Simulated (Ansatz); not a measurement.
`F[SiH2]B[SiH3]` → `FB[SiH3]` + `[SiH2]` at 500 K and 1 bar (silylene formation by 1,1-elimination).

Gas-phase electronic energies from Ansatz, PBE0-D4/def2-TZVP geometries. CCSD(T)/CBS is the MP2 limit (def2-TZVPP, def2-QZVPP) plus CCSD(T) − MP2 in def2-TZVPP, frozen cores. This one scheme is used for every species. Each species was taken in one conformer, which may not be the lowest.

| species | CCSD(T)/CBS energy (Eh) | H − E (kJ/mol) | S (J/(mol·K)) |
| --- | --- | --- | --- |
| `F[SiH2]B[SiH3]` | -706.36214 | 195.3 | 424.1 |
| `FB[SiH3]` | -416.08982 | 135.7 | 341.8 |
| `[SiH2]` | -290.19011 | 48.0 | 226.5 |

H − E and S are ideal-gas, rigid-rotor, harmonic terms from PBE0-D4/def2-TZVP, for one conformer and one mirror image of each species. 1 Eh = 2625.50 kJ/mol, R = 8.31446 J/(mol·K).

By hand: ΔE, ΔH, ΔS and ΔG.

ΔE = (-416.08982) + (-290.19011) − (-706.36214) = 0.08221 Eh = 215.8 kJ/mol. Δ(H − E) = 135.7 + 48.0 − 195.3 = -11.6, so ΔH = 204.2 kJ/mol. ΔS = 341.8 + 226.5 − 424.1 = 144.2 J/(mol·K). ΔG = 204.2 − 500 × (144.2)/1000 = 132.1 kJ/mol.

By hand: the equilibrium constant, and the temperature at which ΔG would vanish if ΔH and ΔS stayed fixed.

log₁₀ K = −ΔG/(RT ln 10) = -13.8. ΔG = 0 at ΔH/ΔS = 1416 K.

The number of gas molecules changes by +1, which sets the sign of ΔS. A doubt of 5 kJ/mol in ΔE shifts log₁₀ K by 0.5 here. Other conformers and mirror images would add mixing entropy, several J/(mol·K) or more a flexible species. Modes under 60 cm⁻¹, often nearly free rotors, make the harmonic entropy too high. These are equilibria of isolated gas molecules and say nothing of rates. Largest T1 diagnostic: 0.014 (customary marks: 0.02 for closed shells, 0.045 for open ones).
